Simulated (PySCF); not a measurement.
SMILES [CH2]Oc1ccccc1 (C7H7O), doublet, GFN2-xTB optimised geometry.

```
15

C     -1.00     2.48     0.00
O     -1.46     1.23     0.00
C     -0.69     0.12     0.00
C     -1.38    -1.10     0.00
C     -0.70    -2.29     0.00
C      0.69    -2.30     0.00
C      1.38    -1.10     0.00
C      0.71     0.11     0.00
H     -1.76     3.23     0.00
H      0.05     2.72     0.00
H     -2.46    -1.07     0.00
H     -1.24    -3.22     0.00
H      1.23    -3.23     0.00
H      2.46    -1.10     0.00
H      1.27     1.03     0.00
```

Density from unrestricted PBE0/def2-TZVP in PySCF 2.14.0 at that geometry.

Minimum of the electron density along straight lines between bonded atoms, close to the bond critical point (lines longer than 1.1 times the sum of covalent radii, or with two minima, are not listed):

| bond | length / Å | ρ at the minimum / e bohr⁻³ | ∇²ρ there / e bohr⁻⁵ | position (fraction from the first atom) |
|---|---|---|---|---|
| C1–O2 | 1.336 | 0.293 | (withheld) | 0.33 |
| O2–C3 | 1.349 | 0.291 | (withheld) | 0.67 |
| C3–C4 | 1.404 | 0.314 | -0.92 | 0.52 |
| C4–C5 | 1.376 | 0.326 | -0.98 | 0.50 |
| C5–C6 | 1.389 | 0.319 | -0.94 | 0.50 |
| C6–C7 | 1.385 | 0.321 | -0.95 | 0.50 |
| C3–C8 | 1.400 | 0.313 | -0.91 | 0.52 |
| C7–C8 | 1.381 | 0.322 | -0.96 | 0.50 |
| C1–H9 | 1.070 | 0.296 | -1.08 | 0.65 |
| C1–H10 | 1.071 | 0.293 | -1.06 | 0.65 |
| C4–H11 | 1.079 | 0.288 | -1.03 | 0.65 |
| C5–H12 | 1.080 | 0.288 | -1.03 | 0.65 |
| C6–H13 | 1.079 | 0.288 | -1.03 | 0.64 |
| C7–H14 | 1.080 | 0.288 | -1.03 | 0.65 |
| C8–H15 | 1.078 | 0.287 | -1.02 | 0.64 |

### Question
Some entries are withheld; supply them.

### Answer

- C1–O2, ∇²ρ there / e bohr⁻⁵: -0.06
- O2–C3, ∇²ρ there / e bohr⁻⁵: -0.34
